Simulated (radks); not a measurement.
Task: All-electron atom: Co in [Ar] 3d7 4s2 (the NIST ground configuration). Calculated with a radial shooting solver on a logarithmic mesh with Libxc functionals: scalar-relativistic Kohn-Sham, PBE, spin-polarised, spherical densities, finite nucleus; open shells are filled with parallel spins first; Fermi nuclear charge, rms radius 3.7875 fm; hard spherical wall at 1.5 bohr. Some entries of the table are withheld. Estimate them.

| orbital | occ. | eigenvalue (eV) | <1/r> (bohr^-1) | r(max) (bohr) |
|---|---|---|---|---|
| 1s down | 1 | -7464.691 | 27.03 | 0.03679 |
| 1s up | 1 | -7464.676 | 27.03 | 0.03679 |
| 2s up | 1 | -783.0934 | 5.777 | 0.2137 |
| 2s down | 1 | -781.2253 | 5.785 | 0.2136 |
| 2p up | 3 | -652.1096 | 5.670 | 0.1727 |
| 2p down | 3 | -650.6972 | 5.677 | 0.1725 |
| 3s up | 1 | -19.2739 | 1.852 | 0.6913 |
| 3s down | 1 | -15.4312 | 1.846 | 0.6920 |
| 3p up | 3 | 19.7298 | 1.763 | 0.7035 |
| 3p down | 3 | 23.5394 | 1.756 | 0.7047 |
| 3d up | 5 | 85.1923 | 1.580 | 0.6874 |
| 3d down | 2 | 89.1403 | 1.576 | 0.6909 |
| 4s up | 1 | 234.6692 | 1.815 | 1.138 |
| 4s down | 1 | 237.5520 | 1.814 | 1.139 |
| 4p up | 0 | 256.3017 | 1.808 | 1.140 |
| 4p down | 0 | 259.2359 | 1.808 | 1.141 |
| 4d up | 0 | (1) | (2) | (3) |
| 4d down | 0 | (4) | (5) | (6) |
| 5s up | 0 | 642.0712 | 2.088 | 1.274 |
| 5s down | 0 | 645.1349 | 2.088 | 1.274 |

Result: 
(1) 4d up eigenvalue (eV): 276.5104
(2) 4d up <1/r> (bohr^-1): 1.680
(3) 4d up r(max) (bohr): 1.129
(4) 4d down eigenvalue (eV): 279.6056
(5) 4d down <1/r> (bohr^-1): 1.684
(6) 4d down r(max) (bohr): 1.131
